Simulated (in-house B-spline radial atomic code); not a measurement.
RPA and G0W0 for the magnesium ion Mg⁺, [Ne] 3s1, highest spin, as one setting changes: the radius of a hard wall (bohr). Start: PBE0. A dash marks a level of low quasi-particle weight. Computed with an all-electron radial atomic-structure program (B-spline basis): all electrons, non-relativistic, point nucleus, each spin shell either full or empty, empty states to l = 9 with an (l + 1/2)⁻⁴ tail; G0W0 by contour deformation at full frequency.

RPA overbinds a lone outer s electron by self-correlation, and G0W0 tends to as well.

| radius of a hard wall (bohr) | mean-field level (eV) | G0W0 level (eV) | RPA correlation (Eh) |
| --- | --- | --- | --- |
| 2 | 53.14 | 3s up 46.34 | -0.67116 |
| 2.5 | ? | ? | ? |
| 3 | 1.579 | 3s up -3.088 | -0.64028 |
| 3.5 | -5.302 | 3s up -9.465 | -0.63262 |
| 4 | ? | ? | ? |
| 5 | -11.521 | 3s up -14.873 | -0.62148 |
| 6 | -12.358 | 3s up -15.454 | -0.61872 |
| 8 | -12.683 | 3s up -15.575 | -0.61712 |
| 12 | -12.708 | 3s up -15.559 | -0.61689 |

Task: What belongs in the row for 2.5?

Result: mean-field level (eV): 16.532; G0W0 level (eV): 3s up 11.099; RPA correlation (Eh): -0.65158.

Task: What belongs in the row for 4?

Result: mean-field level (eV): -8.736; G0W0 level (eV): 3s up -12.543; RPA correlation (Eh): -0.62744.
